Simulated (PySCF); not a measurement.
Spectrum to structure. Method: TDDFT PBE0/def2-SVPD, vertical, gas phase, core orbitals frozen in the response in PySCF. Geometries: GFN2-xTB, one conformer each.

```json
{"state": "S1", "E (eV)": "5.68", "f": "0.0010", "main configurations (H = HOMO, L = LUMO)": "H-1→L (69%), H→L (20%)"}
{"state": "S2", "E (eV)": "6.54", "f": "0.0036", "main configurations (H = HOMO, L = LUMO)": "H-2→L (89%)"}
{"state": "S3", "E (eV)": "6.63", "f": "0.496", "main configurations (H = HOMO, L = LUMO)": "H→L (73%), H-1→L (17%)"}
{"state": "S4", "E (eV)": "6.98", "f": "0.041", "main configurations (H = HOMO, L = LUMO)": "H-3→L (87%)"}
{"state": "S5", "E (eV)": "7.11", "f": "0.011", "main configurations (H = HOMO, L = LUMO)": "H→L+1 (87%)"}
{"state": "S6", "E (eV)": "7.32", "f": "0.0034", "main configurations (H = HOMO, L = LUMO)": "H-1→L+1 (86%)"}
{"state": "S7", "E (eV)": "7.50", "f": "0.0022", "main configurations (H = HOMO, L = LUMO)": "H-4→L (94%)"}
{"state": "S8", "E (eV)": "7.63", "f": "0.039", "main configurations (H = HOMO, L = LUMO)": "H→L+2 (86%)"}
```

Orbital energies (eV): HOMO-3 -8.79, HOMO-2 -8.35, HOMO-1 -7.98, HOMO -7.86, LUMO -0.75, LUMO+1 0.44, LUMO+2 0.81.

Question: Which candidate is it? All have the formula C5H12Si2.
A. `[SiH3]/C=C/[SiH2]C1CC1`
B. `C=C[Si@@H]1C[SiH2][C@H]1C`
C. `C=CC/C([SiH3])=C/[SiH3]`
D. `C(C(C)([SiH3])[SiH3])C#C`

Answer: A. Its S1 lies at 5.68 eV; the nearest of the others has S1 at 5.42 eV. S1 is HOMO-1→LUMO (69%), HOMO→LUMO (20%). Löwdin shares by element: HOMO carbon 59% or more, silicon 14% (atoms not listed hold the other 27%); LUMO carbon 64% or more, silicon 18% (atoms not listed hold the other 18%). At the same level the other candidates give, for their lowest levels:
- `C=CC/C([SiH3])=C/[SiH3]`: 5.42 eV (f 0.034); 6.00 eV (f 0.230); 6.17 eV (f 0.061); 6.73 eV (f 0.011); 6.81 eV (f 0.009); T1 3.84 eV; HOMO -7.46, LUMO -0.98 eV
- `C#CCC(C)([SiH3])[SiH3]`: 6.55 eV (f 0.001); 6.78 eV (f 0.015); 6.86 eV (f 0.001); 7.03 eV (f 0.042); 7.29 eV (f 0.031); T1 5.38 eV; HOMO -7.84, LUMO 0.14 eV
- `C=C[Si@@H]1C[SiH2][C@H]1C`: 5.34 eV (f 0.014); 5.91 eV (f 0.136); 6.08 eV (f 0.049); 6.44 eV (f 0.006); 6.58 eV (f 0.001); T1 4.08 eV; HOMO -7.31, LUMO -0.80 eV

Conformer computed: `[SiH3:1]/[CH:2]=[CH:3]/[SiH2:4][CH:5]1[CH2:6][CH2:7]1`: C2–C3–Si4–C5 -11°, C3–Si4–C5–C6 84°.
Triplets come from the Tamm–Dancoff approximation.
